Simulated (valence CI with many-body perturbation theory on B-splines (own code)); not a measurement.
Results of a calculation; reference values are marked as such.
# Hyperfine factors and g values of Au⁴⁷⁺

Level of theory: relativistic CI+MBPT: four valence electrons over a frozen Dirac-Fock core [Ar] 3d10, radial functions for each j: 11 s, 11 p, 10 d, 8 f, 5 g, 2 h, with the one-electron correlation potential Σ1, the two-electron term Σ2, the three-electron term Σ3, Breit, model QED; selected CI, second order for the rest, scaled by the run's own slope (own B-spline code, finite nucleus).

The last digits are not significant, and no measured levels were compared; by estimate large intervals hold to a few tenths of a per cent, small ones and those within an open d or f shell to about a per cent. Among the levels kept, up to 400 cm⁻¹ of a level comes from second order outside the variational space, and about a tenth of that is noise between levels of different J, which matters for small intervals.

A/g_I is the dipole constant over the nuclear g factor μ/I (μ in nuclear magnetons, uniformly magnetised nucleus), B/Q the quadrupole constant per barn. Both hold the static response of the core; the bare values leave it out. Large factors of s and p1/2 electrons are usually good to 5 to 10 %; those of open d and f shells near neutrality can be off by tens of per cent, and small factors of p3/2, d and f electrons come from cancelling terms and can be off by a factor of two or in sign, in half-filled shells by more. B is blank for J = 1/2, where it vanishes, and for nearly pure S terms. Energies count from the lowest level. Levels with J = 0 are left out.

Levels are named by their leading jj configuration (3d3/2^4 stands for four electrons in 3d with j = 3/2), which in mixed levels can hold well under half, so a name can repeat and another be missing. Letters in brackets count levels of one name in rising energy.

```csv
Level,E (eV),g,A/g_I (MHz),A/g_I bare,B/Q (MHz/b),B/Q bare
(4s^2 4p1/2 4p3/2) J=1,131.65,1.496,-87600,-85800,77500,75200
(4s^2 4p1/2 4p3/2) J=2,136.37,1.173,239000,232000,140000,136000
(4s 4p1/2^2 4p3/2) J=2,240.88,1.549,601000,583000,143000,138000
(4s 4p1/2^2 4p3/2) J=1,257.00,1.079,-440000,-427000,96300,93500
(4s^2 4p3/2^2) J=2,271.61,1.316,77400,74600,14500,14000
(4s^2 4p1/2 4d3/2) J=2,302.50,0.759,209000,204000,30900,30500
(4s^2 4p1/2 4d3/2) J=1,322.89,0.853,-154000,-148000,12800,12700
(4s^2 4p1/2 4d5/2) J=2,340.12,1.324,-44500,-42400,12000,12000
(4s^2 4p1/2 4d5/2) J=3,341.60,1.124,150000,146000,13600,13700
(4s 4p1/2 4p3/2^2) J=2 [a],370.66,1.506,351000,341000,52200,50700
(4s 4p1/2 4p3/2^2) J=3,379.35,1.310,516000,500000,13600,13300
(4s 4p1/2 4p3/2^2) J=1 [a],392.96,1.287,660000,640000,-115000,-112000
(4s 4p1/2 4p3/2^2) J=2 [b],395.26,1.088,4340,4150,-20900,-20400
(4s 4p1/2 4p3/2^2) J=1 [b],396.91,1.358,162000,157000,74700,72400
(4s 4p1/2^2 4d3/2) J=1,413.04,0.432,-499000,-483000,13400,13300
(4s 4p1/2^2 4d3/2) J=2,416.96,1.147,548000,532000,25100,24800
(4s 4p1/2^2 4d5/2) J=3,449.11,1.354,372000,362000,23200,22900
(4s^2 4p3/2 4d3/2) J=2,451.71,1.049,43400,42400,-7100,-6860
(4s^2 4p3/2 4d3/2) J=1,453.53,1.119,62400,60900,-69900,-68000
(4s^2 4p3/2 4d3/2) J=3,454.07,1.104,62100,60700,158000,154000
(4s 4p1/2^2 4d5/2) J=2,457.37,1.036,-309000,-298000,7650,7870
(4s^2 4p3/2 4d5/2) J=4,469.56,1.245,38000,37200,188000,182000
(4s^2 4p3/2 4d5/2) J=2,473.37,1.262,61700,60500,-104000,-101000
(4s^2 4p3/2 4d5/2) J=3,489.46,1.189,41600,40800,8030,8220
(4s^2 4p3/2 4d5/2) J=1,492.27,1.081,-29000,-26400,22000,21500
(4p1/2^2 4p3/2^2) J=2,504.76,1.284,71500,69700,26100,25400
(4s 4p3/2^3) J=2,524.55,1.420,578000,561000,-154000,-149000
(4s^2 4p1/2 4f5/2) J=3,525.64,0.825,96600,94500,28600,27100
(4s^2 4p1/2 4f5/2) J=2,532.10,0.880,-132000,-127000,5580,4990
(4s 4p1/2 4p3/2 4d3/2) J=1 [a],535.54,1.158,245000,238000,-73700,-71700
(4s^2 4p1/2 4f7/2) J=3,536.54,1.180,120000,117000,24900,23800
(4s 4p1/2 4p3/2 4d3/2) J=2 [a],536.68,1.098,214000,208000,-40000,-38900
(4s^2 4p1/2 4f7/2) J=4,537.51,1.097,160000,156000,37900,36000
(4s 4p3/2^3) J=1,540.26,1.186,-445000,-432000,-55800,-54000
```

Question: Take the isotope of mass number 197, with I = 3/2, μ = 0.1452 μN and Q = 0.547 b. What is the hyperfine structure of (4s 4p1/2^2 4p3/2) J=2?

Answer: From the table A = 58200 MHz, B = 78000 MHz. Shifts from the centre of gravity in MHz: F = 1/2: -194000, F = 3/2: -175000, F = 5/2: -77800, F = 7/2: 194000.
